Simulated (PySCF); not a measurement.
CH₇AlO₂Si, SMILES C[O][AlH][O][SiH3].

Coordinates come from a PBE0-D3(BJ)/def2-SVP optimisation. The structure was generated by enumeration; whether it is a known compound was not checked. One conformer was computed; it need not be the lowest.

Vertical ionisation energy (IE) and electron affinity (EA) in eV. Rows of orbital energies are one-electron estimates. Where ΔSCF, EOM or ADC give a negative EA the extra electron is unbound and the value depends on the basis.

```
level                                         IE    EA
------------------------------------------  ----  ----
−ε(HOMO), −ε(LUMO), PBE0/def2-TZVP (PySCF)     ?     ?
−ε(HOMO), −ε(LUMO), PBE/def2-TZVP (PySCF)   6.70  1.11
```

Some entries are withheld; supply them. (An estimate is asked for; the answer gives what the named calculation found.)


- −ε(HOMO), −ε(LUMO), PBE0/def2-TZVP (PySCF), IE: 8.20
- −ε(HOMO), −ε(LUMO), PBE0/def2-TZVP (PySCF), EA: 0.32
